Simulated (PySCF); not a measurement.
## Electronic structure of Cl (chlorine, neutral) at the UHF level

Configuration: [Ne] 3s2 3p5, 2P determinant. All numbers are calculated (PySCF 2.14, scalar relativity by spin-free X2C-1e, in x2c-QZVPPall with one added diffuse shell each of s, p, d, f type (10s7p5d3f1g, 86 functions)).

```
Total energy                                                  : -460.903435 hartree
One-electron energy                                           : -636.7974 hartree
Hartree (Coulomb) energy                                      : 203.5738 hartree
Exchange energy                                               : -27.6799 hartree
⟨S²⟩                                                          : 0.7606
⟨L²⟩                                                          : 2.040
Sum of ⟨r⟩                                                    : 15.80 bohr
Sum of ⟨r²⟩                                                   : 27.57 bohr²
Traceless quadrupole moment −½Σ⟨3z² − r²⟩ along its main axis : 1.63 e·bohr²
Langevin diamagnetic susceptibility                           : -21.8 ×10⁻⁶ cm³/mol
```

```
shell  electrons  mean orbital energy (eV)  spread (eV)  rms radius, mean of both spins (bohr)
 1s α          1                   -2864.4            0                                  0.105
 1s β          1                   -2864.1            0                                  0.105
 2s α          1                   -290.58            0                                  0.479
 2s β          1                   -290.27            0                                  0.479
 2p α          3                   -219.95        0.661                                  0.451
 2p β          3                   -219.38        0.530                                  0.451
 3s α          1                   -31.092            0                                   1.67
 3s β          1                   -27.781            0                                   1.67
 3p α          3                   -14.376        2.156                                   2.01
 3p β          2                   -13.068            0                                   2.01
```

Densities and radii are taken from the X2C orbitals without a picture-change correction, which distorts them close to the nucleus.

Spin-orbit constants ζ (cm⁻¹) from the X2C one-electron operator on these orbitals: bare nucleus, nucleus screened by l(l+1)(2l+1)/3 electrons, and screened by the Breit-Pauli mean field of the electrons.

```json
{"shell": "2p", "bare": "10010", "screened nucleus": "8828", "mean field": "8297"}
{"shell": "3p", "bare": "694.7", "screened nucleus": "613.0", "mean field": "568.4"}
```

To first order the Landé constant is A = -568.4 cm⁻¹, so the lowest level has J = 3/2 and lies 0.0352 eV below the centre of the term.
